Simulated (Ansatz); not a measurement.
B(H)(Me)(NMe2) (C3H10BN), SMILES CBN(C)C. Atoms are numbered in the order given.

```xyz
15

B      0.4479    -0.7063     0.6832
H      0.1763    -0.9932     1.8323
C      1.6414    -1.4103    -0.0776
H      2.1579    -2.1473     0.5534
H      2.3966    -0.6800    -0.4169
H      1.2923    -1.9387    -0.9820
N     -0.3596     0.2752     0.0936
C     -0.1986     0.7513    -1.2587
C     -1.4474     0.9133     0.7955
H     -1.1126     0.5767    -1.8552
H      0.0005     1.8383    -1.2785
H      0.6359     0.2419    -1.7551
H     -1.2982     2.0068     0.8579
H     -2.4112     0.7436     0.2815
H     -1.5211     0.5133     1.8142
```

The structure is a stationary point at PBE0-D3(BJ)/def2-SVP. Other conformers were not sampled.

Two levels are set side by side: PBE-D3(BJ)/def2-SVP (Ansatz, a program for electronic structure) and PBE0-D3(BJ)/def2-SVP (Ansatz). Each level has its own optimised geometry; the coordinates shown are those of the second. Differences are taken from unrounded values.

```csv
quantity,PBE0-D3(BJ)
mean bond length (Å),1.215
bond B1–C3 (Å),1.581
bond B1–N7 (Å),1.401
bond N7–C8 (Å),1.443
bond N7–C9 (Å),1.443
bond B1–H2 (Å),1.215
bond C3–H4 (Å),1.099
bond C3–H5 (Å),1.104
bond C3–H6 (Å),1.104
bond C8–H10 (Å),1.105
bond C8–H11 (Å),1.105
bond C8–H12 (Å),1.097
bond C9–H13 (Å),1.105
bond C9–H14 (Å),1.105
bond C9–H15 (Å),1.097
```

Question: What does PBE-D3(BJ) give, and how far is it from PBE0-D3(BJ)? (An estimate is asked for; the answer gives what the named calculation found.)

Answer: 
| quantity | PBE-D3(BJ) | PBE-D3(BJ) minus PBE0-D3(BJ) |
|---|---|---|
| mean bond length (Å) | 1.223 | 0.008 |
| bond B1–C3 (Å) | 1.586 | 0.005 |
| bond B1–N7 (Å) | 1.410 | 0.009 |
| bond N7–C8 (Å) | 1.453 | 0.011 |
| bond N7–C9 (Å) | 1.454 | 0.010 |
| bond B1–H2 (Å) | 1.223 | 0.008 |
| bond C3–H4 (Å) | 1.107 | 0.008 |
| bond C3–H5 (Å) | 1.112 | 0.008 |
| bond C3–H6 (Å) | 1.112 | 0.008 |
| bond C8–H10 (Å) | 1.114 | 0.009 |
| bond C8–H11 (Å) | 1.114 | 0.009 |
| bond C8–H12 (Å) | 1.105 | 0.008 |
| bond C9–H13 (Å) | 1.114 | 0.009 |
| bond C9–H14 (Å) | 1.114 | 0.009 |
| bond C9–H15 (Å) | 1.105 | 0.008 |

Exact exchange shortens and stiffens bonds; PBE has none. Differences between two approximate levels are no errors against the true value.
